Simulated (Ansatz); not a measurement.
One change: `C=[CH][Al]([Cl])[Cl]` becomes `C[NH][Al]([Cl])[Cl]`.

Ansatz, PBE0-D4/def2-TZVP geometries, multiplicity 1. Each molecule was computed in one conformer, which needn't be the lowest.

```
                                                                                  property  `C=[CH][Al]([Cl])[Cl]`
                                                     HOMO energy (ωB97M-V/def2-TZVPP) / eV                  -10.77
                                                         HOMO energy (PBE/def2-TZVPP) / eV                   -7.42
                                                        LUMO energy (PBE0/def2-TZVPP) / eV                   -1.62
                                            zero-point energy (PBE0-D4/def2-TZVP) / kJ/mol                   119.2
                                                      HOMO–LUMO gap (PBE0/def2-TZVPP) / eV                    6.91
ideal-gas entropy at 298 K and 1 bar (rigid rotor, harmonic PBE0-D4/def2-TZVP) / J/(mol·K)                     357
```

(1) What does the change do to each property? (An estimate is asked.)

## Answers

(1) The calculation gave: 
```tsv
property	`C[NH][Al]([Cl])[Cl]`	shift
HOMO energy (ωB97M-V/def2-TZVPP) / eV	-9.61	1.16
HOMO energy (PBE/def2-TZVPP) / eV	-5.94	1.48
LUMO energy (PBE0/def2-TZVPP) / eV	-0.53	1.09
zero-point energy (PBE0-D4/def2-TZVP) / kJ/mol	152.3	33.1
HOMO–LUMO gap (PBE0/def2-TZVPP) / eV	6.75	-0.16
ideal-gas entropy at 298 K and 1 bar (rigid rotor, harmonic PBE0-D4/def2-TZVP) / J/(mol·K)	363	6
```

With PBE0 the HOMO rises by 1.25 eV and the LUMO rises by 1.09 eV, so the gap narrows by about 0.16 eV. PBE moves the HOMO by 1.48 eV and ωB97M-V by 1.16 eV. The zero-point energy changes by 33.1 kJ/mol with +3 modes.
